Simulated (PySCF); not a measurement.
A structure optimised at B3LYP-D3(BJ)/def2-SVP, used in a PySCF frequency run:

```
Al
Cl 1 2.0898
Cl 1 2.0898 2 118.96
I 1 2.4537 2 120.52 3 180.00
```
Charge 0, spin multiplicity 1.

Write its SMILES, formula and point group.

[Cl][Al]([Cl])[I], AlCl₂I, C2v

What are its rotational constants (standard atomic weights)?

2.1994, 0.84820, 0.61213 GHz
